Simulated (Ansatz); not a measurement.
B₄H⁺. Total charge 1; singlet. Geometry relaxed at r2SCAN-D4/def2-TZVP.

```xyz
5

B    -0.3654    1.0260    1.3723
B    -0.9923    0.0215    0.3748
B     0.1654   -0.4655   -0.6223
B     0.7780    0.5796    0.4288
H     0.4143   -1.1616   -1.5536
```

The restricted singlet is unstable: a solution with broken spin symmetry lies lower. At PBE0-D4/def2-TZVP a triplet of charge 1 lies 0.10 eV below the restricted singlet, each at its own geometry. The structure comes from a short search, and lower isomers may exist.

Question: Estimate the harmonic wavenumbers at RKS r2SCAN-D4/def2-TZVP (Ansatz, unscaled). Is this a minimum?

Answer: 299, 375, 584, 633, 809, 1032, 1111, 1252, 2667 cm⁻¹. Yes, no mode is imaginary beyond noise. Zero-point energy 52.4 kJ/mol. Run time 22 s (4 threads of Arm Neoverse V1 on a shared host).
